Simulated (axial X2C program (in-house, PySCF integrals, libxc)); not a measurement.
Which functional? An output for InCl⁻

An SCF output computed with an in-house all-electron X2C program for linear molecules (integrals from PySCF) for InCl⁻ at 2.587 Å, two-component, state Ω = 1/2, In dyall-acv3z [12s13p10d5f1g], Cl dyall-av3z [9s8p3d2f] (cores contracted in-house), without its first line:

```
basis functions 207  fitting functions 1056  grid points 5082
iter        total energy     max residual
   1      -6336.778695458     2.01e-01
   2      -6336.805342713     4.09e-03
   3      -6336.806263756     1.19e-03
   4      -6336.806392828     8.80e-04
   5      -6336.806426630     3.56e-04
   6      -6336.806443859     2.25e-04
   7      -6336.806450059     1.31e-04
   8      -6336.806454797     5.01e-05
   9      -6336.806455647     2.70e-05
  10      -6336.806455808     7.57e-06
  11      -6336.806455819     2.64e-06
  12      -6336.806455820     1.03e-06
converged
one-electron -9076.88761576  Coulomb 2759.50087478  exact exchange -186.46027105  xc functional 0.00000000  nuclear repulsion 170.39219818  atomic mean-field constant -3.35164197
```

**Question.** Which level of theory produced it?
A. B3LYP
B. PBE0
C. HF

**Answer.** C. The exact-exchange term against the functional term shows a share of 1 of exact exchange.
